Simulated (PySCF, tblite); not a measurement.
Isomers of C4H11OPSi, one GFN2-xTB conformer each. Single-point energies are computed at PBE0/pcSseg-1 (PySCF, gas phase, no added dispersion term), electronic only.

Problem. Rank them by PBE0/pcSseg-1 energy, lowest first (kJ/mol).
A. `[CH3:1][C@@H:2]1[C@H:3]([SiH3:4])[CH2:5][P@@H:6]1=[O:7]` with C1–C2–C3–Si4 35°, C2–C3–C5–P6 -21°, C3–C5–P6–O7 140°, C1–C2–P6–C5 99°
B. `[O:1]=[PH:2]1[CH2:3][CH2:4][SiH2:5][CH2:6][CH2:7]1` with O1–P2–C3–C4 57°, P2–C3–C4–Si5 62°, C3–C4–Si5–C6 -53°, C4–Si5–C6–C7 53°
C. `[O:1]=[P:2]1([CH2:3][SiH3:4])[CH2:5][CH2:6][CH2:7]1` with O1–P2–C3–Si4 -60°, O1–P2–C5–C6 -133°, P2–C5–C6–C7 18°, C5–C6–C7–P2 -18°, O1–P2–C7–C6 133°
D. `[SiH3:1][P:2]1[CH2:3][CH2:4][O:5][CH2:6][CH2:7]1` with Si1–P2–C3–C4 -157°, P2–C3–C4–O5 65°, C3–C4–O5–C6 -66°, C4–O5–C6–C7 66°
E. `[O:1]=[P@@H:2]1[CH2:3][CH2:4][C@@H:5]([SiH3:6])[CH2:7]1` with O1–P2–C3–C4 -113°, P2–C3–C4–C5 -37°, C3–C4–C5–Si6 -71°, C4–C5–C7–P2 -40°

Solution. B (0.0), E (53.7), C (54.0), A (99.6), D (103.6).

As drawn, the lowest has an Si–C bond and a P=O bond, which the highest lacks. Neighbours under 10 kJ/mol apart (O=[P@@H]1CC[C@@H]([SiH3])C1 and O=P1(C[SiH3])CCC1; C[C@@H]1[C@H]([SiH3])C[P@@H]1=O and [SiH3]P1CCOCC1) can change places with a better method, another conformer or zero-point energy. GFN2-xTB itself gives, in the same order: 16.1, 0.0, 50.4, 64.1, 155.8. GFN2-xTB puts O=[P@@H]1CC[C@@H]([SiH3])C1 lowest instead; measured from each level's own lowest isomer, the values differ by up to 53.7 kJ/mol (O=[P@@H]1CC[C@@H]([SiH3])C1: 0.0 against 53.7).

Problem. Which frontier levels, dipoles and rotational constants go with these structures?

Solution. 
```
                         SMILES  HOMO (eV, PBE0/pcSseg-1)  LUMO (eV)  dipole (D)      A, B, C (MHz)
             O=[PH]1CC[SiH2]CC1                     -7.56       0.70        3.48   2639, 1626, 1260
    O=[P@@H]1CC[C@@H]([SiH3])C1                     -7.51       0.25        4.02   3401, 1206, 1117
              O=P1(C[SiH3])CCC1                     -7.54       0.57        3.89   3127, 1196, 1074
C[C@@H]1[C@H]([SiH3])C[P@@H]1=O                     -7.58       0.50        3.65  3659, 1129, 978.7
                 [SiH3]P1CCOCC1                     -6.76       0.34        0.37  3548, 1152, 993.8
```

Problem. What happens when harmonic zero-point energies from GFN2-xTB frequencies are added?

Solution. 
```csv
SMILES,ZPE (kJ/mol),electronic (kJ/mol),with ZPE (kJ/mol)
O=[PH]1CC[SiH2]CC1,367.7,0.0,0.0
O=[P@@H]1CC[C@@H]([SiH3])C1,362.0,53.7,48.0
O=P1(C[SiH3])CCC1,360.5,54.0,46.8
C[C@@H]1[C@H]([SiH3])C[P@@H]1=O,359.1,99.6,91.0
[SiH3]P1CCOCC1,365.3,103.6,101.2
```

The zero-point energies span 8.6 kJ/mol. The lowest isomer stays, but the order above it changes.
